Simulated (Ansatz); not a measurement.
Cartesian coordinates in Å:
```
O -0.6044 -1.3784 1.0155
Sn -0.6893 0.1277 -0.2545
O 0.5887 -0.3055 -1.6922
O 0.0795 1.6739 0.6974
H -0.3883 -2.2118 0.5853
H 1.0712 0.4684 -2.0003
H -0.0574 1.6257 1.6489
```

Total charge 0; spin multiplicity 2. Sn takes the def2 core potential.

List the CAM-B3LYP/def2-TZVPP orbital energies in eV (the Gaussian-basis code of Ansatz). (An estimate is asked.)

The calculation gave: α occupied: -522.52, -522.52, -522.52, -141.41, -96.36, -96.28, -96.27, -31.17, -31.17, -30.64, -30.41, -30.41, -29.02, -28.11, -28.11, -16.78, -14.99, -14.99, -12.69, -11.56, -11.55, -11.50, -10.50, -10.50, -8.17. α empty: 0.81, 0.81, 1.08, 2.70, 3.36, 3.36, 4.65, 5.01. β occupied: -522.40, -522.39, -522.39, -141.35, -96.25, -96.25, -96.24, -31.03, -31.03, -30.49, -30.34, -30.34, -28.74, -27.87, -27.86, -16.41, -14.82, -14.81, -12.36, -11.14, -10.89, -10.89, -10.32, -10.32. β empty: -3.03, 1.10, 1.11, 1.25, 2.81, 3.49, 3.49, 4.83. ⟨S²⟩ = 0.757.
